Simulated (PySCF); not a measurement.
## Working out the ionisation energy of F⁺

F⁺ [He] 2s2 2p4 (3P) → F²⁺ [He] 2s2 2p3 (4S). All numbers are calculated (PySCF 2.14, the spin-free X2C one-electron Hamiltonian (Gaussian nucleus), in x2c-QZVPPall (7s4p3d2f1g, 57 functions)). Frozen: nothing. Energies in hartree (1 hartree = 27.21139 eV):

| part | F⁺ (lower) | F²⁺ (upper) |
| --- | --- | --- |
| UHF | -98.928456 | -97.701505 |
| MP2 opposite-spin | -0.141565 | -0.097935 |
| MP2 same-spin | -0.040823 | -0.034367 |

What does Hartree-Fock give?

(-97.701505) − (-98.928456) = 1.226951 hartree = 33.387 eV.

What do MP2 and SCS-MP2 (6/5 opposite-spin, 1/3 same-spin) give?

The opposite-spin parts differ by 1.187 eV and the same-spin parts by 0.176 eV. MP2: 33.387 + (1.187) + (0.176) = 34.750 eV. SCS-MP2: 33.387 + 1.2 × (1.187) + (0.176)/3 = 34.870 eV.

Measured between the centres of the two terms (NIST): 34.950 eV, so MP2 (valence and next inner shell) is off by -0.200 eV.

What remains against the reference includes basis incompleteness and correlation beyond second order.
